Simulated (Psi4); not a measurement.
Level of theory: SAPT0/jun-cc-pVDZ, frozen core (Psi4 1.11).

Psi4 input:

```
molecule {
0 1
H 0.37192002 0.00000000 0.00000000
H -0.37192002 -0.00000000 -0.00000000
--
0 1
C 4.58313623 0.25973582 -0.00090312
C 3.32717744 -0.55193341 0.15410591
C 3.23992829 0.91350970 -0.17016069
H 5.15258085 0.49059272 0.88917999
H 5.18602392 0.10009676 -0.88456426
H 3.08031658 -1.26069683 -0.62469611
H 3.04688660 -0.87023562 1.14905893
H 2.93405427 1.19618256 -1.16833591
H 2.90060809 1.58669022 0.60540575
units angstrom
symmetry c1
no_reorient
no_com
}
set basis jun-cc-pvdz
set scf_type df
set freeze_core true
energy('sapt0')
```

Part of the output:

```
    SAPT Results
  --------------------------------------------------------------------------------------------------------
    Electrostatics                 -0.75840098 [mEh]      -0.47590380 [kcal/mol]      -1.99118151 [kJ/mol]
      Elst10,r                     -0.75840098 [mEh]      -0.47590380 [kcal/mol]      -1.99118151 [kJ/mol]

    Exchange                        1.29265927 [mEh]       0.81115594 [kcal/mol]       3.39387645 [kJ/mol]
      Exch10                        1.29265927 [mEh]       0.81115594 [kcal/mol]       3.39387645 [kJ/mol]
      Exch10(S^2)                   1.29061192 [mEh]       0.80987121 [kcal/mol]       3.38850113 [kJ/mol]

    Induction                      -0.18891164 [mEh]      -0.11854385 [kcal/mol]      -0.49598745 [kJ/mol]
      Ind20,r                      -0.19462944 [mEh]      -0.12213182 [kcal/mol]      -0.51099953 [kJ/mol]
      Exch-Ind20,r                  0.13390481 [mEh]       0.08402653 [kcal/mol]       0.35156702 [kJ/mol]
      delta HF,r (2)               -0.12818701 [mEh]      -0.08043856 [kcal/mol]      -0.33655494 [kJ/mol]

    Dispersion                     -0.88679279 [mEh]      -0.55647088 [kcal/mol]      -2.32827416 [kJ/mol]
      Disp20                       -0.97325761 [mEh]      -0.61072837 [kcal/mol]      -2.55528749 [kJ/mol]
      Exch-Disp20                   0.08646481 [mEh]       0.05425749 [kcal/mol]       0.22701333 [kJ/mol]
      Disp20 (SS)                  -0.48662880 [mEh]      -0.30536418 [kcal/mol]      -1.27764375 [kJ/mol]
      Disp20 (OS)                  -0.48662880 [mEh]      -0.30536418 [kcal/mol]      -1.27764375 [kJ/mol]
      Exch-Disp20 (SS)              0.04933856 [mEh]       0.03096042 [kcal/mol]       0.12953838 [kJ/mol]
      Exch-Disp20 (OS)              0.03712625 [mEh]       0.02329707 [kcal/mol]       0.09747495 [kJ/mol]

  Total HF                          0.34534664 [mEh]       0.21670829 [kcal/mol]       0.90670748 [kJ/mol]
  Total SAPT0                      -0.54144615 [mEh]      -0.33976259 [kcal/mol]      -1.42156668 [kJ/mol]
```
